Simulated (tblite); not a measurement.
C5H9F3P2.
Atom-mapped SMILES: `[CH3:1]/[C:2](=[P:3]\[CH2:4][CH2:5][PH2:6])[C:7]([F:8])([F:9])[F:10]` (hydrogens: H11, H12, H13 on C1; H14, H15 on C4; H16, H17 on C5; H18, H19 on P6)

The geometry is computed with GFN2-xTB (gas phase).

(1) List the bond lengths, angles and torsions at this level.

## Answers

(1) 
```
                  bond  length (bohr)
                 C1–C2          2.826
                 C2=P3          3.179
                 P3–C4          3.525
                 C4–C5          2.881
                 C5–P6          3.517
                 C2–C7          2.817
  C7–F8, C7–F9, C7–F10          2.545
C1–H11, C1–H12, C1–H13          2.058
        C4–H14, C4–H15          2.068
        C5–H16, C5–H17          2.069
        P6–H18, P6–H19          2.642
```

Bonds in one row agree within 0.02 bohr and their mean is given. A selection of angles:
```
     angle  degrees
 C2–C1–H11    109.8
 C2–C1–H12    111.6
H11–C1–H12    108.9
H11–C1–H13    107.7
  C1–C2–P3    131.2
  C1–C2–C7    114.0
  P3–C2–C7    114.8
  C2–P3–C4    101.6
  P3–C4–C5    111.3
 P3–C4–H14    108.3
 P3–C4–H15    109.4
 C5–C4–H14    109.7
H14–C4–H15    108.4
  C4–C5–P6    114.8
 C4–C5–H16    109.9
 C4–C5–H17    110.6
 P6–C5–H16    107.0
H16–C5–H17    106.9
 C5–P6–H18     95.3
H18–P6–H19     91.7
  C2–C7–F8    112.6
  F8–C7–F9    106.3
```

Torsions: C1–C2–P3–C4 1° (synperiplanar); C2–P3–C4–C5 179° (antiperiplanar); P3–C4–C5–P6 66° (synclinal); C1–C2–C7–F8 179° (antiperiplanar). The mirror-image conformer, all signs reversed, is as good.

The C–P distances run from 1.682 Å (C2=P3, drawn double) to 1.866 Å (P3–C4, drawn single), a spread of 0.184 Å. The C–C distances run from 1.491 Å (C2–C7, drawn single) to 1.525 Å (C4–C5, drawn single), a spread of 0.034 Å. P3 (phosphorus bonded to 2 C) is bent (angle 101.6°). P6 (phosphine phosphorus) is pyramidal (angles 95.3°, 95.3° and 91.7°, sum 282.3°, 0.81 Å off the plane of its three neighbours). Of the pairs four or more bonds apart, P3···H18 is among the closest relative to their van der Waals radii: 2.72 Å, 91 % of the sum of Bondi's values.

Point group: C1 (no symmetry element, even within 0.4 Å). GFN2-xTB frequencies show an imaginary mode (54i cm⁻¹), so the point is no minimum at that level. Torsions: C2–P3–C4–C5 179°, P3–C4–C5–P6 66°, C4–C5–P6–H -50° and 43°. 3 starts were optimised and ended at 0.00, 0.30 and 1.17 kcal/mol (GFN2-xTB); the lowest of these is shown.
